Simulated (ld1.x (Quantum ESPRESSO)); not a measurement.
# Varying the TM potential for chlorine (Cl)

Base potential:

```json
{
  "Element": "Cl",
  "Generator": "ld1.x (Quantum ESPRESSO) 7.5",
  "Type": "norm-conserving Troullier–Martins (Kleinman–Bylander form)",
  "Functional": "PBE",
  "Relativity": "scalar-relativistic",
  "Frozen core": "[Ne]",
  "Valence charge": "7",
  "Reference configuration": "3s2 3p5",
  "Partial waves": "3s (bound): rc 1.30 bohr; 3p (bound): rc 1.00 bohr; 3d channel at 0.05 Ry: rc 1.35 bohr",
  "Local potential": "the d channel",
  "Core correction": "a·sin(br)/r model core, default radius (core density twice the valence density)"
}
```

All-electron outer shells of the reference configuration (PBE, scalar-relativistic, ld1.x):

| shell | level (eV) | outermost node (bohr) | outermost maximum (bohr) |
| --- | --- | --- | --- |
| 2s | -252.70 | 0.12 | 0.36 |
| 2p | -191.63 | – | 0.30 |
| 3s | -20.69 | 0.55 | 1.29 |
| 3p | -8.59 | 0.53 | 1.43 |

Cutoffs, loose and tight: the cutoffs (Ry, on a coarse ladder) from which the occupation-weighted sum of valence levels, in a spherical-Bessel basis at the reference potential, stays within 10 and 1 mRy of its value at 400 Ry. They do not see the model core or the augmentation charge, which bear on the density cutoff. Test errors are all-electron minus pseudo excitation energies from the reference, over the configurations 3s2 3p4; 3s2 3p3; 3s2 3p2; 3s2 3p4.5; 3s2 3p1; 3s1 3p5; 3s2 3p5.3. A dash means not determined; rows that change the core or the reference have their own tests.

| change | outcome | cutoff, loose | cutoff, tight | bound ghosts | largest test error (meV) |
| --- | --- | --- | --- | --- | --- |
| base | generated | 120 Ry | 200 Ry | none | +304 |
| wave 3s (bound): rc 1.30 bohr becomes 3s (bound): rc 0.90 bohr | generated | 140 Ry | 300 Ry | none | +459 |
| wave 3s (bound): rc 1.30 bohr becomes 3s (bound): rc 1.08 bohr | generated | 120 Ry | 230 Ry | none | +343 |
| wave 3s (bound): rc 1.30 bohr becomes 3s (bound): rc 1.18 bohr | generated | 120 Ry | 200 Ry | none | +308 |
| wave 3s (bound): rc 1.30 bohr becomes 3s (bound): rc 1.44 bohr | generated | 120 Ry | 200 Ry | none | +332 |
| wave 3s (bound): rc 1.30 bohr becomes 3s (bound): rc 1.60 bohr | generated | 120 Ry | 200 Ry | none | +397 |
| wave 3s (bound): rc 1.30 bohr becomes 3s (bound): rc 1.74 bohr | generated | 120 Ry | 200 Ry | none | +474 |
| wave 3s (bound): rc 1.30 bohr becomes 3s (bound): rc 1.92 bohr | generated | 120 Ry | 200 Ry | none | +614 |

Reading the sweep of the s radius (base included, trends over the rows without a ghost): The loose cutoff stays near 120 Ry. The median size of the test errors (rows with all tests solved) is not monotonic: lowest 8.4 meV at 1.6 bohr, highest 15.5 meV at 0.9 bohr.
